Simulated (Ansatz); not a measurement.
C3 (SMILES [C]=C=[C]) moved off its minimum; all values from Ansatz (a first-principles code), cores frozen in correlated methods.
(charge 0, multiplicity 1)
```xyz
3

C     -0.1424     0.0793    -1.3047
C      0.1235     0.2463     0.0413
C      0.0699    -0.0540     1.4289
```

Task: Give the forces (eV/Å), the total energy and the dipole at CCSD(T)/aug-cc-pVTZ.

Result: 
```tsv
atom	Fx	Fy	Fz
C1	0.730	0.449	3.754
C2	-0.915	-1.533	1.327
C3	0.185	1.084	-5.081
```
Energy -113.8197 hartree, dipole 0.39 D.

Doubts at one or more of the structures used: a restricted determinant that unrestricted orbitals would lower (CCSD(T)/aug-cc-pVTZ).
